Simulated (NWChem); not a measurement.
System: InH2Br; SMILES [InH2][Br]

```xyz
4

In     0.0000     0.0000    -1.0035
H      0.0000     1.5777    -1.6786
H      0.0000    -1.5777    -1.6786
Br     0.0000     0.0000     1.5008
```
Atoms are numbered in this order, from 1.

Coordinates come from a PBE0/def2-SVP optimisation. No frequency run checked for a minimum. def2 effective core potentials on In; no spin-orbit coupling.

Symmetry labels are those of C2v in the frame above (b1 and b2, or b-type labels, depend on it).

Problem. List the 4 lowest vertical singlet excitations from PBE0/def2-SVPD with def2 effective core potentials on In, TDA (NWChem).

Solution. 
```
state  energy (eV)  oscillator strength  symmetry  leading excitation (squared amplitude)
-----  -----------  -------------------  --------  --------------------------------------
S1            4.51                0.000        a2                      HOMO → LUMO (0.99)
S2            5.22                0.032        a1                    HOMO−1 → LUMO (0.93)
S3            5.60                0.005        b1                    HOMO−2 → LUMO (0.99)
S4            5.68                0.043        b2                    HOMO → LUMO+1 (0.94)
```
